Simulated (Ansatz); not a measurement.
A nudged elastic band was laid between two geometries of a periodic cell of 17 atoms, LiBe16 (surface Be(0001), adsorbate Li).

Level of theory: DFT PBE, scalar-relativistic, plane waves, PAW (Ansatz). Settings: cutoff 420 eV, k mesh 5x5x1, gaussian smearing 0.1 eV, no spin polarisation.

- movable images: 5
- climbing image: yes
- spring: 5.0 eV/Å²
- optimiser: lbfgs
- start path: straight line
- force threshold: 0.05 eV/Å
- iteration limit: 8
- end points: relaxed
- atoms held: 1 to 4

Image 0:

```xyz
17
Lattice="4.5800 0.0000 0.0000 2.2900 3.9664 0.0000 0.0000 0.0000 18.3826" Properties=species:S:1:pos:R:3
Be 0.000 1.322 1.000
Be 2.290 1.322 1.000
Be 1.145 3.305 1.000
Be 3.435 3.305 1.000
Be 0.000 -0.001 2.860
Be 2.290 0.000 2.871
Be 1.146 1.984 2.861
Be 3.434 1.984 2.859
Be 0.002 1.322 4.702
Be 2.289 1.318 4.701
Be 1.141 3.307 4.704
Be 3.439 3.308 4.699
Be 0.000 0.007 6.500
Be 2.289 0.000 6.642
Be 1.141 1.981 6.510
Be 3.442 1.979 6.490
Li 2.349 2.645 8.515
```

Image 6:

Only the atoms that move by more than 0.05 Å are listed.
```
Be14 2.286 -0.002 6.510
Be15 1.144 1.983 6.642
Li17 3.494 0.662 8.515
```

**Question.** What changes between the two ends?

**Answer.** Contacts lost: Be15–Li17. Contacts made: Be14–Li17. The atom that moves furthest is Li17, by 2.29 Å.

**Question.** Give the energies along the band, and the barrier.

**Answer.** The run converged. The highest image is number 3 of 0 to 6, 0.008 eV above the ends, which have the same energy within 2 meV. The order of the stationary point at the top wasn't checked. Limits of this set-up: thin slab, slab without dipole correction.

| image | path coordinate (Å) | energy (eV) | Be15–Li17 (Å) | Be14–Li17 (Å) |
| --- | --- | --- | --- | --- |
| 0 | 0.00 | 0.000 | 2.43 | 3.20 |
| 1 | 0.39 | 0.002 | 2.46 | 2.99 |
| 2 | 0.78 | 0.006 | 2.52 | 2.78 |
| 3 | 1.17 | 0.008 | 2.64 | 2.62 |
| 4 | 1.55 | 0.005 | 2.81 | 2.51 |
| 5 | 1.95 | 0.001 | 3.03 | 2.45 |
| 6 | 2.33 | 0.000 | 3.20 | 2.43 |

**Question.** What is the geometry of the highest image?

**Answer.** 
```xyz
17
Lattice="4.5800 0.0000 0.0000 2.2900 3.9664 0.0000 0.0000 0.0000 18.3826" Properties=species:S:1:pos:R:3:forces:R:3
Be 0.000 1.322 1.000 0.03 -0.02 -0.01
Be 2.290 1.322 1.000 -0.03 -0.01 -0.06
Be 1.145 3.305 1.000 0.00 0.00 0.06
Be 3.435 3.305 1.000 0.00 0.04 -0.01
Be -0.003 -0.001 2.870 0.00 0.00 0.01
Be 2.293 -0.004 2.864 0.00 0.00 0.01
Be 1.143 1.988 2.865 0.00 0.00 0.01
Be 3.437 1.984 2.842 0.00 0.00 0.01
Be 0.009 1.316 4.694 0.01 0.00 -0.01
Be 2.289 1.321 4.674 -0.01 0.00 0.00
Be 1.146 3.305 4.732 0.00 0.00 -0.01
Be 3.434 3.317 4.694 0.00 0.01 -0.01
Be -0.004 -0.002 6.623 0.00 0.00 -0.01
Be 2.286 0.004 6.571 0.00 0.00 0.00
Be 1.147 1.978 6.577 0.00 0.00 0.00
Be 3.445 1.990 6.390 -0.01 0.00 0.02
Li 2.908 1.645 8.514 -0.01 -0.01 -0.01
```

The band took 5 iterations and about 7 core-minutes.

The run took 6.6 min on 1 thread of AMD EPYC 7R43 64-Core Processor (Zen 3), with other jobs on the host, peak memory 0.83 GiB.
